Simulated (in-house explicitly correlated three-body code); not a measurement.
Computed with an exponentially correlated three-body code. Model: two electrons around a point charge, non-relativistic, variational in 260 exponentially correlated functions (energies converged to about 1e-7 hartree, or 1e-8 relative for large Z).

Command:
```bash
python run_hyl.py task.json out
```
Settings (lengths in bohr, energies in hartree):
```
Z                      5
screening              1
interaction_strength   1
functions              260
states_tried           13
```

Time taken, with all properties: 35 s on 1 thread of Intel(R) Xeon(R) 6975P-C (Granite Rapids), with other jobs on the host.

**Those bound S and P states to n = 4 that converged, binding against the one-electron ion.**

Given: nuclear charge 5; Yukawa screening of all interactions 1 1/bohr.

Computed: one-electron threshold -8.17021278 hartree.

```tsv
term	energy (hartree)	binding (eV)
1 1S	-14.2635329	165.81
2 3S	-8.29916875	3.5091
2 1S	-8.24546639	2.0478
```

**Converged states only, values per electron or pair (inverse distances are <exp(-kr)/r>).**

| term | mean r (bohr) | mean r squared (bohr²) | mean inverse r (1/bohr) | mean r12 (bohr) | mean inverse r12 (1/bohr) | mean cosine | mean p1 dot p2 (bohr⁻²) | delta r1 (bohr⁻³) | delta r12 (bohr⁻³) |
| --- | --- | --- | --- | --- | --- | --- | --- | --- | --- |
| 1 1S | 0.33631 | 0.15382 | 3.7115 | 0.5005 | 1.9325 | -0.025204 | 0.49663 | 33.007 | 3.052 |
| 2 3S | 1.2494 | 3.1086 | 2.1166 | 2.2201 | 0.13864 | -0.0032683 | 0.0076854 | 19.546 | - |
| 2 1S | 1.4716 | 4.5684 | 2.0907 | 2.6555 | 0.14366 | -0.0033609 | 0.012575 | 19.371 | 0.14396 |

**Static dipole response.**

| state | polarisability (bohr³) |
| --- | --- |
| 1 1S | 0.023573 |
